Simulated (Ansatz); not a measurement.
A nudged elastic band was laid between two geometries of H6SeSiSn (9 atoms, charge 0, multiplicity 1).

All numbers below come from RKS B3LYP/def2-SVP (Ansatz 0.2.0).

```
movable images  : 6
climbing image  : no
spring          : 5.0 eV/Å²
optimiser       : quadratic models (default)
start path      : IDPP
force threshold : 0.03 eV/Å
iteration limit : 60
end points      : relaxed
```

Image 0:

```xyz
9
Properties=species:S:1:pos:R:3
Si -0.864 1.208 -1.071
Se 1.319 0.520 -0.845
Sn 0.952 -1.203 1.037
H -1.762 0.081 -1.457
H -0.860 2.234 -2.150
H -1.388 1.810 0.189
H 2.510 -1.847 1.355
H -0.128 -2.429 0.499
H 0.309 -0.419 2.425
```

Image 7:

```xyz
9
Properties=species:S:1:pos:R:3
Si -0.271 1.704 -0.613
Se 0.363 -0.281 -1.584
Sn 0.310 -1.742 0.540
H -1.625 1.609 0.007
H -0.296 2.708 -1.713
H 0.695 2.139 0.438
H 1.443 -1.140 1.686
H 0.744 -3.314 0.008
H -1.273 -1.729 1.213
```

What changes between the two ends?

No bond is made or broken. The dihedral Si1–Se2–Sn3–H9 goes from -61 to 60°. The two ends are copies of one structure, up to a mirror image or an exchange of like atoms.

What energy profile does the band end with?

The forces met the threshold. The highest image is number 4 of 0 to 7, 0.011 eV above the ends, which have the same energy within 2 meV. No image climbed, so the highest image needn't sit at the top of the path.

| image | path coordinate (Å) | energy (eV) | dihedral Si1–Se2–Sn3–H9 (°) |
| --- | --- | --- | --- |
| 0 | 0.00 | 0.000 | -61 |
| 1 | 0.64 | 0.002 | -44 |
| 2 | 1.29 | 0.006 | -27 |
| 3 | 1.93 | 0.011 | -9 |
| 4 | 2.57 | 0.011 | 9 |
| 5 | 3.22 | 0.007 | 26 |
| 6 | 3.86 | 0.002 | 43 |
| 7 | 4.51 | 0.000 | 60 |

What is the geometry of the highest image?


```xyz
9
Properties=species:S:1:pos:R:3
Si -0.546 1.559 -0.777
Se 0.899 -0.124 -1.394
Sn 0.623 -1.594 0.709
H -1.940 1.059 -0.605
H -0.506 2.551 -1.886
H -0.126 2.218 0.493
H 2.091 -1.576 1.602
H 0.257 -3.190 0.191
H -0.662 -0.948 1.650
```

Time of the run: 2.5 min on 2 threads of Intel(R) Xeon(R) Platinum 8375C CPU @ 2.90GHz (Ice Lake), on a shared host, peak memory 0.29 GiB.
